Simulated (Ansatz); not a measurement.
`C[O][Ga]([CH3])[NH2]` + `NC[SiH2]N` → `CN[SiH2]CN` + `[CH3][Ga]([NH2])[OH]`  (substitution at a C–O bond)

Isolated molecules relaxed with PBE0-D4/def2-TZVP in Ansatz; ΔE leaves out vibrations. CCSD(T)/CBS adds triple-zeta CCSD(T) − MP2 to the extrapolated MP2 energy (def2 sets, frozen cores). DFT in def2-TZVPP. B3LYP here is the variant with VWN-RPA as its local correlation; programs differ in this. For Ga outer-core shells are correlated without core-valence functions, which leaves a few kJ/mol of doubt a bond. Scalar relativity is left out up to krypton. One conformer a species, not always the lowest.

(1) Is it downhill or uphill in electronic energy at CCSD(T)/CBS, and by how much? (An estimate is asked.)

(2) What do these levels give: PBE0-D4, B2PLYP, PBE, B3LYP, MP2/def2-QZVPP, MP2/CBS(def2)? (Estimate.)

Largest T1 diagnostic among the species: 0.013.

## Answers

(1) Computed: Downhill: ΔE = -17.8 kJ/mol.

(2) Computed: PBE0-D4 -16.9, B2PLYP -14.5, PBE -15.2, B3LYP -12.4, MP2/def2-QZVPP -20.6, MP2/CBS(def2) -21.3 kJ/mol.

In def2-TZVPP, CCSD(T) changes the Hartree–Fock value by −6.7 kJ/mol (the triples alone add −0.4 kJ/mol) and MP2 by −10.2 kJ/mol.
